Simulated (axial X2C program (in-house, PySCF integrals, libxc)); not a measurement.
Nuclear properties of SrIn

Calculated with an in-house all-electron X2C program for linear molecules (integrals from PySCF): two-component X2C with atomic mean-field Coulomb and Gaunt terms, Gaussian nuclei, basis In dyall-cv3z, Sr dyall-cv3z with contracted cores.

R = 3.445 Å (near the PBE0 minimum at charge 0 of the determinant lowest at the starting distance; the state shown can have its own minimum elsewhere).

Input and command:
```json
{"zs": [49, 38], "q": 0, "bas": ["dyall-cv3z", "dyall-cv3z"], "r0": 3.27, "levels": ["PBE0", "HF", "BP86", "TPSSh", "PBE"], "nst": 3}
```
```bash
python soeom.py task.json out
```

Keys: zs atomic numbers; q charge; bas basis sets; r0 starting distance in Å; levels methods; nst determinants followed.

Determinant lowest in the PBE0 search, Ω = 1/2 (⟨Sz⟩ = -0.48, ⟨Lz⟩ = 0.98 at PBE0), spin on the atoms In -0.53, Sr 0.05:

| level | Eeff magnitude (GV/cm) | Ws magnitude In (kHz) | Ws magnitude Sr (kHz) | A∥/gI In (MHz) | qzz In (a.u.) | A∥/gI Sr (MHz) | qzz Sr (a.u.) | μ (D) |
| --- | --- | --- | --- | --- | --- | --- | --- | --- |
| PBE0 | 4.24 | 3.35 | 1.31 | 1450 | -0.57 | 679 | -0.24 | 2.69 |
| HF | 9.64 | 7.21 | 3.27 | 1680 | -1.67 | 1110 | -0.93 | 3.58 |
| BP86 | 2.03 | 1.66 | 0.62 | 1480 | -0.59 | 460 | -0.21 | 2.52 |
| TPSSh | 4.43 | 3.51 | 1.35 | 1350 | -0.75 | 687 | -0.27 | 2.62 |
| PBE | 2.21 | 1.79 | 0.673 | 1410 | -0.64 | 463 | -0.21 | 2.51 |

Determinant 0.16 eV from it at PBE0 and this distance, Ω = 3/2 (⟨Sz⟩ = 0.50, ⟨Lz⟩ = 1.00 at PBE0), spin on the atoms In 0.54, Sr -0.04:

```csv
level,Eeff magnitude (GV/cm),Ws magnitude In (kHz),Ws magnitude Sr (kHz),A∥/gI In (MHz),qzz In (a.u.),A∥/gI Sr (MHz),qzz Sr (a.u.),μ (D)
PBE0,4.76,1.24,0.501,122,-0.90,-211,-0.22,2.80
HF,13.5,3.96,1.02,-15.9,-1.94,-372,-0.90,3.56
BP86,1.84,0.421,0.26,114,-0.92,-109,-0.19,2.65
TPSSh,4.57,1.16,0.501,138,-1.10,-199,-0.25,2.71
PBE,2,0.46,0.277,114,-0.98,-110,-0.20,2.63
```

Eeff is the effective electric field on the electron electric dipole moment in this Ω state and Ws the scalar–pseudoscalar constant of the nucleus named (defined with the proton number Z and per Ω); A∥ (defined per Ω) follows by multiplying with gI = μI/(I μN); qzz is the electric field gradient, eQq0 = 234.96 MHz × Q/barn × qzz; μ is positive if the Sr end (last atom) is positive. The operators were transformed with the bare-nucleus X2C matrices; with these basis sets, hyperfine constants and field gradients can be off by tens of per cent, and where levels differ in sign neither size nor sign is settled.

Task: With gI(115In) = 1.2313 (g factors from the IAEA table of nuclear moments by Stone), turn the PBE0 values of the first state into constants in MHz.

Result: A∥(115In) = 1450 × 1.2313 = 1790 MHz.

Each state is one determinant with collinear spin. Unrestricted Hartree–Fock can overshoot spin polarisation at the nuclei. Where Eeff spreads by more than a factor of two the levels disagree and none is to be relied on. The search compared states at one distance, so a state with another bond length can lie lower. Further determinants of the search, some of them spin-mixed, are not shown. Where a field gradient or hyperfine factor spreads by more than a factor of two over the levels, a constant derived from it is not to be relied on. PBE0 term energies can be off by some tenths of an eV.
